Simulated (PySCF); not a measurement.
Sn(H)3(SMe), SMILES [S]([SnH3])C (PBE0/def2-SVP optimised geometry):

```
9

Sn    -0.571    -0.809     0.000
S     -1.370    -1.945     1.982
C     -0.615    -0.917     3.284
H     -1.195    -1.692    -1.323
H     -1.145     0.809     0.000
H      1.145    -0.809     0.000
H      0.484    -0.927     3.233
H     -0.918    -1.360     4.243
H     -0.978     0.120     3.254
```

Calculation: PBE0/def2-TZVP, def2 effective core potentials past Kr run with PySCF.

What are the frontier orbital energies and the dipole moment?

HOMO-2 -9.26 eV, HOMO-1 -8.10 eV, HOMO -6.70 eV, LUMO -0.53 eV, LUMO+1 0.37 eV; dipole moment 1.53 D.

On the same geometry PBE/def2-TZVP, def2 effective core potentials past Kr in PySCF gives HOMO-2 -8.01 eV, HOMO-1 -6.98 eV, HOMO -5.50 eV, LUMO -1.35 eV, LUMO+1 -0.49 eV; dipole moment 1.44 D.
